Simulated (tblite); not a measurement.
Q: What does the GFN2-xTB structure of `c1cnc([nH]1)/[C]=N/[H]` [radical] look like in three dimensions? (Doublet state.)

A: 
```xyz
11
C4H4N3 angstrom
N      2.8772    0.6137    0.3669
C      1.7275    0.2163    0.4457
C      0.4774   -0.0792    0.0196
N      0.0637   -1.2914   -0.3968
C     -1.2606   -1.1761   -0.5886
C     -1.7057    0.0851   -0.2858
N     -0.6012    0.7882    0.1176
H      3.5028    0.5774    1.1690
H     -1.8313   -2.0147   -0.9354
H     -2.6809    0.5249   -0.3136
H     -0.5636    1.7585    0.3753
```

Orientation and origin are arbitrary. Atoms count from 1 in this order. N7 (nitrogen bonded to 2 C and H) is planar (angles 127.0°, 126.4° and 106.6°, sum 359.9°, 0.02 Å off the plane of its three neighbours). The C–N distances run from 1.219 Å (N1=C2, drawn double) to 1.388 Å (C3–N7, aromatic), a spread of 0.169 Å. C5 (carbon bonded to C, N and H) is planar (angles 128.2°, 120.3° and 111.6°, sum 360.0°, 0.00 Å off the plane of its three neighbours). C3 (carbon bonded to C and 2 N) is planar (angles 125.3°, 124.0° and 110.2°, sum 359.5°, 0.05 Å off the plane of its three neighbours).

Bonds between heavy atoms (Å): N1=C2 1.219, C2–C3 1.353, C3–N4 1.347, N4–C5 1.343, C5–C6 1.371, C6–N7 1.370, C3–N7 1.388.

Computed geometry: GFN2-xTB, gas phase. This method treats the open shell by occupation alone, without spin polarisation.

Its GFN2-xTB frequencies are all real (lowest 130 cm⁻¹). Torsions: N1–C2–C3–N4 96°.

One conformer stands for the species.
